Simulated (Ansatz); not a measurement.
Reactions of `[OH][Hf]12345678([Cl])([CH]9[CH]1[CH]2[CH]3[CH]94)[CH]1[CH]5[CH]6[CH]7[CH]18`.

Computed with Ansatz on PBE0-D4/def2-TZVP structures; ΔE is electronic, products minus reactants. CBS: MP2 limit from def2 TZ/QZ plus the TZ coupled-cluster correction, frozen cores. This one scheme is used for every species. Functionals use def2-TZVPP. def2 core potentials past Kr. For Hf outer-core shells are correlated without core-valence functions, which leaves a few kJ/mol of doubt a bond. Each species was taken in one conformer, which may not be the lowest.

```
                                                                                                                                                                                                    reaction  CCSD(T)/CBS(def2) (kJ/mol)
  `[OH][Hf]12345678([Cl])([C@H]9[C@@H]1[C@@H]2[C@@H]3[C@H]94)[C@H]1[C@@H]5[C@@H]6[C@@H]7[C@H]18` + H–F → `[F][Hf]12345678([Cl])([C@H]9[C@@H]1[C@@H]2[C@@H]3[C@H]94)[C@H]1[C@@H]5[C@@H]6[C@@H]7[C@H]18` + H₂O                         -56
`[OH][Hf]12345678([Cl])([C@H]9[C@@H]1[C@@H]2[C@@H]3[C@H]94)[C@H]1[C@@H]5[C@@H]6[C@@H]7[C@H]18` + CH₄ → `[CH3][Hf]12345678([OH])([C@H]9[C@@H]1[C@@H]2[C@@H]3[C@H]94)[C@H]1[C@@H]5[C@@H]6[C@@H]7[C@H]18` + HCl                         206
 `[OH][Hf]12345678([Cl])([C@H]9[C@@H]1[C@@H]2[C@@H]3[C@H]94)[C@H]1[C@@H]5[C@@H]6[C@@H]7[C@H]18` + H₂O → `[OH][Hf]12345678([OH])([C@H]9[C@@H]1[C@@H]2[C@@H]3[C@H]94)[C@H]1[C@@H]5[C@@H]6[C@@H]7[C@H]18` + HCl                          63
  `[OH][Hf]12345678([Cl])([C@H]9[C@@H]1[C@@H]2[C@@H]3[C@H]94)[C@H]1[C@@H]5[C@@H]6[C@@H]7[C@H]18` + H–F → `[OH][Hf]12345678([F])([C@H]9[C@@H]1[C@@H]2[C@@H]3[C@H]94)[C@H]1[C@@H]5[C@@H]6[C@@H]7[C@H]18` + HCl                           ?
`[OH][Hf]12345678([Cl])([C@H]9[C@@H]1[C@@H]2[C@@H]3[C@H]94)[C@H]1[C@@H]5[C@@H]6[C@@H]7[C@H]18` + CH₄ → `[CH3][Hf]12345678([Cl])([C@H]9[C@@H]1[C@@H]2[C@@H]3[C@H]94)[C@H]1[C@@H]5[C@@H]6[C@@H]7[C@H]18` + H₂O                           ?
 `[OH][Hf]12345678([Cl])([C@H]9[C@@H]1[C@@H]2[C@@H]3[C@H]94)[C@H]1[C@@H]5[C@@H]6[C@@H]7[C@H]18` + HCl → `[Cl][Hf]12345678([Cl])([C@H]9[C@@H]1[C@@H]2[C@@H]3[C@H]94)[C@H]1[C@@H]5[C@@H]6[C@@H]7[C@H]18` + H₂O                         -56
```

(1) Fill in the missing values. (Best estimate.)

Largest T1 diagnostic: 0.012, for `[OH][Hf]12345678([OH])([C@H]9[C@@H]1[C@@H]2[C@@H]3[C@H]94)[C@H]1[C@@H]5[C@@H]6[C@@H]7[C@H]18`.

Results:

(1) Ansatz gave: `[OH][Hf]12345678([Cl])([C@H]9[C@@H]1[C@@H]2[C@@H]3[C@H]94)[C@H]1[C@@H]5[C@@H]6[C@@H]7[C@H]18` + H–F → `[OH][Hf]12345678([F])([C@H]9[C@@H]1[C@@H]2[C@@H]3[C@H]94)[C@H]1[C@@H]5[C@@H]6[C@@H]7[C@H]18` + HCl: +4.1 kJ/mol; `[OH][Hf]12345678([Cl])([C@H]9[C@@H]1[C@@H]2[C@@H]3[C@H]94)[C@H]1[C@@H]5[C@@H]6[C@@H]7[C@H]18` + CH₄ → `[CH3][Hf]12345678([Cl])([C@H]9[C@@H]1[C@@H]2[C@@H]3[C@H]94)[C@H]1[C@@H]5[C@@H]6[C@@H]7[C@H]18` + H₂O: +145.1 kJ/mol.
